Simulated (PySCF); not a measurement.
## Mn: excitation energy

Mn [Ar] 3d5 4s2 (6S) → Mn [Ar] 3d7 (4F), as a difference of total energies. Computed with PySCF 2.14 in x2c-TZVPPall, with scalar relativity by spin-free X2C-1e. Correlated levels: valence: [Ar] frozen. The calculations carry no spin-orbit coupling.

| method | excitation energy (eV) |
| --- | --- |
| UHF | 9.121 |
| MP2 (valence) | 6.017 |
| SCS-MP2 (valence) | 5.737 |
| CCSD (valence) | 6.781 |
| CCSD(T) (valence) | 6.510 |

Q: How much does correlation contribute at CCSD(T) (valence)?

A: 6.510 − (9.121) = -2.611 eV, measured against UHF.

A first-order spin-orbit estimate (lowest level to lowest level, LS coupling) adds -0.050 eV.

The coupled-cluster amplitudes are large for the upper state (T1 above 0.03 or a double amplitude above 0.15), so a single reference is strained.
